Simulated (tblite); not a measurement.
Isomers of C6H14NP. All values are computed: GFN2-xTB (tblite) harmonic vibrations without scaling, gas phase. The method is semi-empirical: single wavenumbers can be off by several per cent or more. One conformer each.

Electronic energies: GFN2-xTB at the same geometries; isomer energies are rough at this level and their order can be wrong.

| SMILES | electronic energy, lowest = 0 (kJ/mol) |
| --- | --- |
| C=CP(C)CN(C)C | 116.2 |
| CC/C=P/CN(C)C | 103.5 |
| C[C@@H]1CCP1N(C)C | 0.0 |
| CC[C@@H]1[C@H](C)P1NC | 23.9 |

Question: How do GFN2-xTB zero-point energies change the relative energies?

Answer: 
```tsv
SMILES	ZPE (kJ/mol)	of it from modes above 1550 cm⁻¹	electronic (kJ/mol)	with ZPE, lowest = 0 (kJ/mol)	lowest mode (cm⁻¹)	rings
C[C@@H]1CCP1N(C)C	501.2	249.1	0.0	0.0	80	1
CC[C@@H]1[C@H](C)P1NC	500.8	252.9	23.9	23.5	59	1
CC/C=P/CN(C)C	497.6	247.6	103.5	99.9	37	0
C=CP(C)CN(C)C	490.5	259.1	116.2	105.4	47	0
```

The zero-point energies span 10.7 kJ/mol, from `C=CP(C)CN(C)C` to `C[C@@H]1CCP1N(C)C`. The order is unchanged.

Question: What do entropy and thermal enthalpy add at 298.15 K and 1 bar (rigid rotor, harmonic oscillator, one conformer each)?

Answer: 
```tsv
SMILES	point group	symmetry number	S (J/(mol K))	H − H(0) (kJ/mol)	ZPE + H − H(0) − TS (kJ/mol)
C[C@@H]1CCP1N(C)C	C1	1	408.1	29.59	409.2
CC[C@@H]1[C@H](C)P1NC	C1	1	427.8	31.35	404.6
CC/C=P/CN(C)C	C1	1	435.1	31.57	399.5
C=CP(C)CN(C)C	C1	1	435.0	32.47	393.3
```
